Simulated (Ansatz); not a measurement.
Reaction (formal exchange of groups at a Ge–O bond): `[OH][Ge]([OH])([OH])[SiH3]` + `C/C=[N]\[GeH3]` → `[OH][Ge]([OH])([SiH3])[GeH3]` + `C/C=N/O`

Gas-phase electronic energies from Ansatz, PBE0-D4/def2-TZVP geometries. CCSD(T)/CBS adds triple-zeta CCSD(T) − MP2 to the extrapolated MP2 energy (def2 sets, frozen cores). Double bonds are as drawn, so ΔE can hold a change between cis and trans. DFT in def2-TZVPP. For Ge outer-core shells are correlated without core-valence functions, which leaves a few kJ/mol of doubt a bond. Scalar relativity is left out up to krypton. Each species was taken in one conformer, which may not be the lowest.

| level | ΔE (eV) |
| --- | --- |
| r2SCAN-D4 | 1.84 |
| CCSD(T)/def2-TZVPP | 2.01 |

**Question.** What does CCSD(T)/CBS give? (Estimate.)

**Answer.** The calculation gave: +2.01 eV. The listed levels differ from it by -0.17, 0.00 eV.

Largest T1 diagnostic among the species: 0.013.

In def2-TZVPP, CCSD(T) changes the Hartree–Fock value by −0.29 eV (the triples alone add −0.04 eV) and MP2 by −0.13 eV. From PBE to PBE0 (25 % exact exchange), in def2-TZVPP and without D4, ΔE moves by +0.17 eV.
